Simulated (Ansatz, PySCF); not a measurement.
Energy difference R1 → P1 + 0.5 P2, each structure at its B3LYP-D3(BJ)/def2-TZVP stationary point, reached from a drawn start (curvature not checked).
P1: H2 (SMILES [H][H]), charge 0, multiplicity 1.
P2: O2 (SMILES O=O), charge 0, multiplicity 3.
R1, H2O (SMILES O) (charge 0, multiplicity 1):
```xyz
3

O      0.000     0.000     0.390
H      0.000     0.765    -0.195
H      0.000    -0.765    -0.195
```

```
level                     reaction energy (eV)  minus CCSD(T)/cc-pVQZ
------------------------  --------------------  ---------------------
HF/cc-pVTZ                               2.339                 -0.354
SVWN5/def2-TZVPP                         2.800                  0.106
PBE/def2-TZVPP                           2.441                 -0.252
revPBE/def2-TZVPP                        2.312                 -0.382
revPBE-D4/def2-TZVPP                     2.310                 -0.383
r2SCAN/def2-TZVPP                        2.444                 -0.249
B3LYP-D3(BJ)/def2-TZVPP                  2.503                 -0.190
BHLYP-D4/def2-TZVPP                      2.617                 -0.076
wB97X-V/def2-TZVPP                       2.519                 -0.174
B2PLYP-D3(BJ)/def2-TZVPP                 2.559                 -0.134
MP2/cc-pVTZ                              2.697                  0.003
MP2/cc-pVQZ                              2.814                  0.121
CCSD/cc-pVDZ                             2.353                 -0.340
CCSD(T)/cc-pVQZ                          2.693                  0.000
```

 The comparison column counts from a level with limits of its own.

P less R. No zero-point or thermal terms; singlets are restricted closed shells; open shells are unrestricted; no spin–orbit coupling.

Correlated levels freeze the cores.

The values were computed with Ansatz (Gaussian basis) for Hartree–Fock, density functionals and correlated methods; PySCF for the D3/D4 terms. No computed number here is a measurement.

Ansatz is a quantum-chemistry and plane-wave program.
